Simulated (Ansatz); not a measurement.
Basis-set extrapolation for C2H7BO, SMILES `BCOC` (PBE0-D4/def2-TZVP geometry, frozen core, Ansatz). Multiplicity 1, RHF reference.

|  | def2-TZVPP | def2-QZVPP |
| --- | --- | --- |
| HF | -179.385872 | -179.394660 |
| MP2 correlation | -0.687550 | -0.735240 |
| CCSD(T) correlation | -0.755741 | not run |

Energies in hartree. Use E(X) = E(∞) + A·exp(−7.88·√X) for Hartree–Fock and E(X) = E(∞) + B·X^(−2.97) for correlation, with X = 3 and 4, and add CCSD(T) minus MP2 of the smaller set to the MP2 limit.

**Question.** What is the CCSD(T) energy at the basis-set limit?

**Answer.** HF limit: -179.394660 + (-0.008788) × 0.13774 = -179.39587. MP2 limit: -0.735240 + (-0.047690) × 0.74074 = -0.77057. Higher-order term: -0.755741 − (-0.687550) = -0.06819. Total: -180.23463 hartree, 244.2 kJ/mol below CCSD(T)/def2-TZVPP.
